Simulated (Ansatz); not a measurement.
O₃W, SMILES `[O]=[W](=[O])=[O]`, relaxed with RKS PBE0-D4/def2-TZVP in Ansatz 0.2.0 from a PBE-D4/def2-SVP geometry. The force threshold is 0.005 eV/Å; the program also tests the step.

Total charge 0; spin multiplicity 1. W: def2 effective core potential.

Start:

```xyz
4

O    -0.328    0.515    1.484
W     0.139    0.459   -0.188
O    -1.213   -0.243   -1.022
O     1.402   -0.730   -0.274
```

| step | energy (eV) | largest force (eV/Å) | largest move (Å) |
| --- | --- | --- | --- |
| 1 | -7964.5540 | 1.907 | 0.000 |
| 2 | -7964.6107 | 0.467 | 0.076 |
| 3 | -7964.6208 | 0.100 | 0.025 |
| 4 | -7964.6215 | 0.020 | 0.007 |
| 5 | -7964.6215 | 0.001 | 0.001 |

End:

```xyz
4

O    -0.325    0.529    1.480
W     0.127    0.418   -0.171
O    -1.210   -0.230   -1.029
O     1.408   -0.718   -0.280
```

Hardware: 2 threads of a server CPU on a shared host. Wall time 8 s, peak host memory 0.27 GiB.
